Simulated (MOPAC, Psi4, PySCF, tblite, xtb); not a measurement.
Dimer H2 ··· C3H6 (SMILES [H][H] and C1CC1) at R = 3.73 Å between the centres of mass, closest contact 3.01 Å (lowest of the rigid-body minima from ten starts at GFN2-xTB). Geometry in Å and degrees:

```
C
H 1 1.0816
H 1 1.0816 2 114.23
C 1 1.5034 2 118.05 3 -145.49
H 4 1.0816 1 118.05 2 0.00
H 4 1.0816 5 114.23 1 -145.49
C 1 1.5034 2 118.05 3 145.49
H 7 1.0816 1 118.05 2 -144.17
H 7 1.0816 8 114.23 1 -145.49
H 1 3.0082 2 81.55 3 76.20
H 10 0.7438 1 166.32 2 -78.22
```

Levels of theory: GFN2-xTB (tblite); SAPT0/jun-cc-pVDZ, frozen core (Psi4); PBE/def2-TZVP, counterpoise-corrected (Psi4); PBE-D3(BJ)/def2-TZVP, counterpoise-corrected (Psi4); HF/aug-cc-pVDZ, counterpoise-corrected (Psi4); MP2/aug-cc-pVDZ = DF-MP2/aug-cc-pVDZ, frozen core, counterpoise-corrected (Psi4 1.11); SCS-MP2/aug-cc-pVDZ = DF-SCS-MP2/aug-cc-pVDZ, frozen core, counterpoise-corrected (Psi4); PM3, restricted, heats of formation (MOPAC); PM6, restricted, heats of formation (MOPAC); GFN1-xTB (xtb); RKS-B3LYP/6-31G* = restricted B3LYP/6-31G*, spherical d, no counterpoise correction in PySCF; RMP2/6-31G* = restricted MP2 (frozen core)/6-31G*, spherical d, no counterpoise correction run with PySCF; RHF/STO-3G = PySCF 2.14.0 with restricted Hartree-Fock/STO-3G, no counterpoise correction; RKS-M06-2X/6-31G* = PySCF with restricted M06-2X/6-31G*, spherical d, no counterpoise correction.

Problem. What interaction energy does each level give?

Solution. 
```
method                E_int / kJ/mol
--------------------  --------------
PBE-D3(BJ)/def2-TZVP           -3.28
RKS-M06-2X/6-31G*              -3.09
GFN2-xTB                       -2.04
MP2/aug-cc-pVDZ                -1.96
RMP2/6-31G*                    -1.62
PBE/def2-TZVP                  -1.52
SAPT0/jun-cc-pVDZ              -1.42
SCS-MP2/aug-cc-pVDZ            -1.24
PM3                            -0.87
RKS-B3LYP/6-31G*               -0.63
GFN1-xTB                       -0.51
PM6                            -0.35
RHF/STO-3G                      0.49
HF/aug-cc-pVDZ                  0.91
```
